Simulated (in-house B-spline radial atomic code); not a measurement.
A fraction x of an electron is removed from 3p in K³⁺, starting from [Ne] 3s2 3p4 and keeping the highest spin. Method: scalar-relativistic (X2C) LDA exchange-only, spin-polarised, spherical fractional occupations, Fermi nucleus of rms radius 3.4349 fm. Calculated with an all-electron radial atomic-structure program (B-spline basis).

```csv
x,E(x) - E(0) (eV),3p down level (eV)
0,0.0000,-51.386
0.1,5.2125,-52.865
0.22,11.6630,-54.645
0.31,16.6413,-55.983
0.49,26.9595,-58.665
0.5,27.5469,-58.814
0.6,33.5029,-60.306
0.7,39.6081,-61.797
0.76,43.3427,-62.691
0.88,50.9727,-64.474
1,58.8163,-
```

The exact functional would give a straight line between the two integer points. Deviations E(x) - E(0) - x[E(1) - E(0)], in eV: -0.669 at x = 0.1, -1.277 at x = 0.22, -1.592 at x = 0.31, -1.86 at x = 0.49, -1.861 at x = 0.5, -1.787 at x = 0.6, -1.563 at x = 0.7, -1.358 at x = 0.76, -0.786 at x = 0.88.

The curve lies below the straight line by up to 1.861 eV (at x = 0.5): convex, the delocalisation error that favours fractional charges.

Task: How well does Slater's transition state (minus the level at half occupation) give the ionisation energy?

Result: It gives 58.814 eV against 58.816 eV from the two total energies; NIST lists 60.92 eV, ground level to ground level.
